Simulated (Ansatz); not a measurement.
Reaction (formal exchange of groups at a Ga–C bond): `N[CH2][Ga]([NH2])[OH]` + CH₃SH → `[NH2][GaH][OH]` + `CSCN`

Computed with Ansatz on PBE0-D4/def2-TZVP structures; ΔE is electronic, products minus reactants. CCSD(T)/CBS is the MP2 limit (def2-TZVPP, def2-QZVPP) plus CCSD(T) − MP2 in def2-TZVPP, frozen cores. This one scheme is used for every species. DFT in def2-TZVPP. For Ga outer-core shells are correlated without core-valence functions, which leaves a few kJ/mol of doubt a bond. Scalar relativity is left out up to krypton. One conformer a species, not always the lowest.

```json
{"level": "r2SCAN0-D4", "ΔE (kJ/mol)": "-2.5"}
{"level": "r2SCAN0", "ΔE (kJ/mol)": "-2.4"}
{"level": "CCSD(T)/def2-TZVPP", "ΔE (kJ/mol)": "3.6"}
{"level": "CCSD/CBS(def2)", "ΔE (kJ/mol)": "4.8"}
```

(1) What does CCSD(T)/CBS give? (Best estimate.)

Largest T1 diagnostic among the species: 0.014.

## Answers

(1) Computed: +3.5 kJ/mol. The listed levels differ from it by -6.0, -5.9, 0.1, 1.3 kJ/mol.

From BLYP to BHLYP (50 % exact exchange), in def2-TZVPP and without D4, ΔE moves by −3.6 kJ/mol. In def2-TZVPP, CCSD(T) changes the Hartree–Fock value by +6.1 kJ/mol (the triples alone add −1.4 kJ/mol) and MP2 by +4.0 kJ/mol. Leaving LDA and LC-ωPBE aside and taking each functional with its dispersion term where it has one, the values, not all of them listed here, spread over 11.3 kJ/mol, from B97M-V to B2PLYP. LDA lies −6.9 kJ/mol from PBE without D4.
